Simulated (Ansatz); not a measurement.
Spin states of CdSe2⁻, each relaxed with PBE0-D4/def2-TZVPD in Ansatz. Electronic energies in the gas phase.

In the def2 sets Cd takes a core potential; there is no spin–orbit coupling. Correlated methods freeze 18 core orbitals; core or outer-core shells of Cd, Se are correlated, in sets that lack core-valence functions. In CCSD on the charge -1 doublet the largest single amplitude is 0.28, so its Hartree–Fock determinant may place the open shell otherwise than the density functionals do. The structure comes from a short search, and lower isomers may exist.

Doublet geometry (D∞h within 0.1 Å):

```xyz
3

Cd    0.0000    0.0000    0.0000
Se   -1.6030   -1.3382   -1.2126
Se    1.6030    1.3382    1.2126
```

Quartet geometry (D∞h within 0.1 Å):

Cartesian coordinates in Å:
```
Cd 0.000 0.000 0.000
Se 0.054 -1.442 2.432
Se -0.054 1.442 -2.432
```

Run but left out: LDA (SPW92)/def2-TZVPD (doublet: an occupied level 0.09 eV above an empty one).

Only these spin states were relaxed.

| level | quartet − doublet (kJ/mol) | lowest of these |
| --- | --- | --- |
| HF/def2-SVPD | 121.7 | doublet |
| PBE0-D4/def2-TZVPD | 218.5 | doublet |
| PBE-QIDH/def2-TZVPD | 211.1 | doublet |
| RPA@PBE/def2-TZVPD | 234.9 | doublet |

Estimate the rows for HF/def2-TZVPD, r2SCAN-D4/def2-TZVPD, BHLYP-D4/def2-TZVPD, ωB97M-V/def2-TZVPD.


```json
{"level": "HF/def2-TZVPD", "quartet − doublet (kJ/mol)": "122.8", "lowest of these": "doublet", "remarks": "–"}
{"level": "r2SCAN-D4/def2-TZVPD", "quartet − doublet (kJ/mol)": "237.2", "lowest of these": "doublet", "remarks": "HOMO above zero (quartet)"}
{"level": "BHLYP-D4/def2-TZVPD", "quartet − doublet (kJ/mol)": "184.7", "lowest of these": "doublet", "remarks": "–"}
{"level": "ωB97M-V/def2-TZVPD", "quartet − doublet (kJ/mol)": "198.7", "lowest of these": "doublet", "remarks": "–"}
```



How do the metal–ligand distances follow the spin state?


| state | donor atoms | mean metal–ligand distance (Å) | range (Å) | Mulliken spin on the metal (PBE0) |
| --- | --- | --- | --- | --- |
| doublet | 2 | 2.415 | 2.41–2.41 | -0.12 |
| quartet | 2 | 2.828 | 2.83–2.83 | 0.60 |

⟨S²⟩ at PBE0-D4/def2-TZVPD: doublet 0.77 (pure 0.75), quartet 3.76 (pure 3.75). The unpaired electrons of the doublet sit mostly on the ligands. The unpaired electrons of the quartet sit mostly on the ligands.
